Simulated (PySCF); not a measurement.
# How a change of structure moves an absorption spectrum

Level of theory: PySCF, TDDFT wB97X-D/def2-SVPD, vertical, gas phase, core orbitals frozen in the response, def2 core potentials past Kr. Geometries: PBE0-D3(BJ)/def2-SVP; one conformer of each isolated species. Triplets are in the Tamm–Dancoff approximation. Atoms past krypton carry core potentials; spin–orbit coupling is left out.

Parent: NbSCl3, `[S]=[Nb]([Cl])([Cl])[Cl]`, with lowest singlet excitation energy 3.43 eV, HOMO energy -10.42 eV, HOMO–LUMO gap 8.53 eV, mean static polarisability 102.9 au, LUMO energy -1.89 eV. Its spectrum: 3.43 eV (f 0.000); 3.67 eV (f 0.008 summed over 2 states); 3.94 eV (f 0.014); 4.46 eV (f 0.000); 4.53 eV (f 0.000 summed over 2 states).

Problem. Give the shifts from the parent for: ligand (all three): Cl to CH2SiH3 (`[SiH3][CH2][Nb](=[S])([CH2][SiH3])[CH2][SiH3]`); ligand (all three): Cl to OSiH3 (`[SiH3][O][Nb](=[S])([O][SiH3])[O][SiH3]`); ligand (all three): Cl to OMe (`C[O][Nb](=[S])([O]C)[O]C`); ligand (all three): Cl to NH2 (`[NH2][Nb]([NH2])([NH2])=[S]`); ligand (all three): Cl to Me (`[CH3][Nb]([CH3])([CH3])=[S]`); ligand (all three): Cl to SMe (`C[S][Nb](=[S])([S]C)[S]C`).

Solution. 

| change | SMILES | Δ S1 (eV) | Δ HOMO (eV) | Δ gap (eV) | Δ α (au) | Δ LUMO (eV) |
| --- | --- | --- | --- | --- | --- | --- |
| ligand (all three): Cl to CH2SiH3 | [SiH3][CH2][Nb](=[S])([CH2][SiH3])[CH2][SiH3] | +0.33 | +1.10 | +0.28 | +83.0 | +1.38 |
| ligand (all three): Cl to OSiH3 | [SiH3][O][Nb](=[S])([O][SiH3])[O][SiH3] | +0.64 | +1.13 | +0.82 | +51.5 | +1.95 |
| ligand (all three): Cl to OMe | C[O][Nb](=[S])([O]C)[O]C | +0.78 | +1.31 | +1.01 | +14.1 | +2.33 |
| ligand (all three): Cl to NH2 | [NH2][Nb]([NH2])([NH2])=[S] | +0.83 | +1.54 | +0.80 | -10.1 | +2.33 |
| ligand (all three): Cl to Me | [CH3][Nb]([CH3])([CH3])=[S] | +0.25 | +1.14 | +0.36 | +3.0 | +1.50 |
| ligand (all three): Cl to SMe | C[S][Nb](=[S])([S]C)[S]C | +0.01 | +1.58 | -0.71 | +70.9 | +0.87 |

All changes raise S1, and it rises most with ligand (all three): Cl to NH2 (+0.83 eV). S1 is simply the lowest singlet of each species and needn't be the same kind of state throughout. Over these 6 changes the shifts of S1 and of the HOMO–LUMO gap correlate with r = 0.92.
